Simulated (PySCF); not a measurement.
## Identify the compound

Molecular formula: C5H14AlN. Simulated spectra:

1H NMR (400 MHz, computed): δ 4.74 (br, 1H), 2.88 (s, 6H), 1.41 (m, 2H), 1.03 (t, 3H), 0.22 (m, 2H).

13C{1H} NMR (computed): δ 43.8 (CH3, 2C), 23.2 (CH3), 22.4 (CH2), 13.8 (CH2).

- σ from GIAO-PBE/pcSseg-1
- coordinates at the PBE0-D3(BJ)/def2-SVP level
- program: PySCF 2.14.0 with density-fitted response routines
- non-relativistic, one computed conformer, one averaged value for each set of equivalent atoms, no solvent

Scale: 1H (σ = 31.20 ppm) and 13C (σ = 180.03 ppm) vs TMS (reference shieldings calculated alike).

Question: Which candidate is it?
A. CC[CH2][AlH][N](C)C
B. C=CC[N+](C)(C)[AlH3-]
C. C[N@@H+]([AlH3-])C1CCC1

Answer: A. 

4 carbon signals for 5 carbons: some carbons are equivalent by symmetry or fast rotation. Carbon types of the structure: 2 × CH2, 3 × CH3, leaving 1 H on heteroatoms. δC 43.8: methyl carbon bonded to N; pulled downfield by the heteroatom. δC 23.2: methyl carbon; a saturated carbon with 1 carbon neighbour and no heteroatom attached. δC 22.4: sp3 CH2; saturated and bonded to C and H only. δH 1.03: hydrogen on a methyl carbon; far from electronegative atoms and π systems. δH 0.22: hydrogen on an sp3 CH2 bonded to Al; an electropositive neighbour shields it, as in TMS itself.

The others: C=CC[N+](C)(C)[AlH3-] would give 6 signals for carbon-bound and other non-exchanging H, not 5; C[N@@H+]([AlH3-])C1CCC1 would give 5 carbon signals, not 4.

Hydrides on Al or Ga are broadened by the quadrupolar metal nucleus. Shifts are as computed. Against solution values, carbons near 30 ppm lie about +2 ppm off and those near 130 ppm about +2 ppm. Of 1211 compounds with measured shifts, 218 miss one by over three times the rms of a fit or turn the order of signals round; such compounds aren't used in these exercises. Multiplicities follow the n + 1 count of equivalent neighbours, as no J values were calculated; m marks all less simple cases, F and P coupling included.
